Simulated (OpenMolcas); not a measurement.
# Ag3+: moving the ligands

Ag3+ with 6 ligands (water) in octahedral coordination (Th) at 2.11 Å. Ligand basis ANO-RCC-VDZP.
```
Ag    0.0000    0.0000    0.0000
O     2.1100    0.0000    0.0000
H     2.6870    0.7797    0.0000
H     2.6870   -0.7797    0.0000
O     0.0000    2.1100    0.0000
H     0.0000    2.6870    0.7797
H     0.0000    2.6870   -0.7797
O    -2.1100    0.0000    0.0000
H    -2.6870    0.7797    0.0000
H    -2.6870   -0.7797    0.0000
O     0.0000   -2.1100    0.0000
H     0.0000   -2.6870    0.7797
H     0.0000   -2.6870   -0.7797
O     0.0000    0.0000    2.1100
H     0.7797    0.0000    2.6870
H    -0.7797    0.0000    2.6870
O     0.0000    0.0000   -2.1100
H     0.7797    0.0000   -2.6870
H    -0.7797    0.0000   -2.6870
```

| Property | Result |
| --- | --- |
| Program | OpenMolcas 26.06 |
| Method | SS-CASPT2, IPEA 0.25 Eh, imaginary shift 0.1 Eh (closed shells correlated: 4s 4p and the ligand valence shells) |
| Basis | ANO-RCC-VTZP [7s6p4d2f1g] |
| Scalar Hamiltonian | DKH2, point nucleus |
| Active space | 8 electrons in 5 orbitals (4d) |
| State averaging | 2S+1 = 3 even, 10 roots; 2S+1 = 1 even, 15 roots |
| Spin-orbit coupling | RASSI with atomic mean-field integrals over the reference wave functions |

Runs around this geometry, states (labels of O, taken over from Oh, the nearest higher group). Energies in cm-1 above the lowest state or level, χT in cm3 K/mol.

| R (Å) | Ground state | First state of that spin | First gap with spin-orbit (degeneracies) | χT at 300 K | First state of another spin |
| --- | --- | --- | --- | --- | --- |
| 2.01 | 3A2 | 3T2 23930 | 5690 (3, 2) | 1.202 | 1E 5750 |
| 2.11 | 3A2 | 3T2 19470 | 5020 (3, 2) | 1.256 | 1E 5090 |
| 2.15 | 3A2 | 3T2 17240 | 4680 (3, 2) | 1.287 | 1E 4740 |

Taking the first state of the same spin as R^-n, n = -ln(17240 / 23930) / ln(2.15 / 2.01) = 4.9 between the shortest and longest distance.

Roots that are degenerate in the reference are averaged as groups; the widest CASPT2 spread within a group is 2100 cm-1 (the 3-fold group of multiplicity 1 near 29000 cm-1 above the lowest state of its run, R = 2.01). Shifts and gaps below about the spread of the groups concerned are not significant. Over all roots computed the reference weight is 0.60 to 0.69 in R = 2.01, 0.57 to 0.69 in R = 2.11, 0.55 to 0.69 in R = 2.15; the roots of lowest weight are the least certain, and an intruder state may touch them. Real 4d8 and 5d8 ions are as a rule square planar and diamagnetic. Ligand-to-metal charge-transfer states are missing. With no ligand orbital active B as a rule stays too high, so bands that hang on it stand too high and its fall with covalency is understated. With one d shell and no ligand orbital active, 10Dq can be off by a tenth or more. The least metal-like active orbital is 77 % on the metal (Löwdin) and no ligand orbital is active, so the numbers are rough (holds for R = 2.01). The least metal-like active orbital is 78 % on the metal (Löwdin) and no ligand orbital is active, so the numbers are rough (holds for R = 2.11). The least metal-like active orbital is 79 % on the metal (Löwdin) and no ligand orbital is active, so the numbers are rough (holds for R = 2.15). No measured value stands beside these numbers; the geometry was imposed, not optimised, and the real ion may take another.
